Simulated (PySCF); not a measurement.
Work out the structure from these simulated measurements.

Formula: C5H11FSi.

* 13C NMR: chemical shifts (computed TMS as zero) by class: 159.3 (1 C), 116.3 (1 C), 18.0 (1 C), 16.9 (1 C), 15.1 (1 C) ppm [GIAO PBE0/pcSseg-1]
* Triplet: lowest triplet excitation (Tamm–Dancoff): 4.18 eV [TDA CAM-B3LYP/def2-SVPD]
* Rotational structure: rotational constants A, B, C: 3.070, 1.322, 1.055 GHz [GFN2-xTB]
* UV, strongest line: among the 8 lowest singlet transitions: S2 at 6.68 eV (186 nm, f = 0.316) [TDDFT CAM-B3LYP/def2-SVPD]
* Polarisability: 88.7 au [CAM-B3LYP/def2-SVPD]
* 1H NMR: chemical shifts (computed TMS as zero) by class: 3.82 (3 H), 2.10 (3 H), 1.83 (3 H), 1.42 (2 H) ppm [GIAO PBE0/pcSseg-1]

Electronic properties: PySCF, gas phase, density fitting. Levels stand in brackets. Geometry: GFN2-xTB, one conformer, isolated molecule. NMR classes are plain means over equivalent atoms (diastereotopic ones count apart unless rotation or inversion swaps them), as if these changed places fast.

Q: What is the compound? Reason from the data.

A: Numbering: `[CH3:1]/[C:2]([F:3])=[C:4](/[CH3:5])[CH2:6][SiH3:7]`. Its formula, C5H11FSi, gives 1 degree of unsaturation: 0 rings and 1 π bond in the structure found. 5 carbons fall into 5 classes; from least to most shielded: vinylic C–F carbon [C2] (159.3 ppm), fully substituted alkene carbon [C4] (116.3 ppm), allylic carbon [C1] (18.0 ppm), allylic carbon [C5] (16.9 ppm), sp3 carbon bound to silicon [C6] (15.1 ppm). Hydrogen classes from least to most shielded: 3 H on an SiH3 silicon, Si7 (3.82 ppm), 3 H on an allylic carbon, C1 (2.10 ppm), 3 H on an allylic carbon, C5 (1.83 ppm, a mean of values up to 1.2 ppm apart in this geometry), 2 H on an sp3 carbon bound to silicon, C6 (1.42 ppm). The optimised geometry has point group C1 and is an asymmetric top. Structure: `C/C(F)=C(/C)C[SiH3]`. Computed isomers that give other values at the same levels: `C=C(F)C[SiH2]CC` (13C chemical shifts (computed TMS as zero) by class: 177.3 (1 C), 92.6 (1 C), 20.6 (1 C), 11.1 (1 C), 6.6 (1 C) ppm); `C=C(C)[SiH2][C@@H](C)F` (13C chemical shifts (computed TMS as zero) by class: 150.6 (1 C), 134.4 (1 C), 86.0 (1 C), 28.5 (1 C), 22.2 (1 C) ppm); `C[C@@H]1[SiH2]CC[C@H]1F` (13C chemical shifts (computed TMS as zero) by class: 105.2 (1 C), 36.8 (1 C), 28.0 (1 C), 16.9 (1 C), 3.4 (1 C) ppm). The assignments are read from this structure; whether some other isomer fits the data as well wasn't checked.

Conformer computed: `[CH3:1]/[C:2]([F:3])=[C:4](/[CH3:5])[CH2:6][SiH3:7]`: C2–C4–C6–Si7 92°.
